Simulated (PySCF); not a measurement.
**Radial density of Xe (xenon, neutral)**

revPBE, [Kr] 4d10 5s1 5p6 6p1, 5s spin antiparallel (an excited configuration). Calculation: PySCF 2.14, in aug-cc-pV5Z-PP with ECP28MDF; scalar relativity through the core potential. This is the valence pseudo-density: the core potential removes the inner electrons and smooths the orbitals near the nucleus.

```csv
r (bohr),4πr²ρ (e/bohr),4πr²(ρα − ρβ)
0.00122,1.761e-05,0.0000
0.00206,4.851e-05,0.0000
0.00347,0.0001286,0.0000
0.00583,0.0003204,0.0000
0.00981,0.0007431,-0.0001
0.0165,0.001505,-0.0002
0.0277,0.002520,-0.0003
0.0467,0.003422,-0.0004
0.0785,0.006331,-0.0003
0.132,0.03868,-0.0004
0.222,0.4462,-0.0031
0.373,6.136,-0.0708
0.628,28.25,-0.1538
1.06,13.65,-0.1986
1.78,5.095,-0.7513
2.99,1.439,-0.0687
5.03,0.1645,0.1215
8.46,0.1527,0.1526
14.2,0.001729,0.0017
```

Energies and moments cover only the electrons outside the core potential. The outer electron is Rydberg-like, and this basis confines it to a smaller radius and binds it less than a complete one would. With the s spin flipped the determinant is a mixture of two multiplicities, not a spectroscopic state.
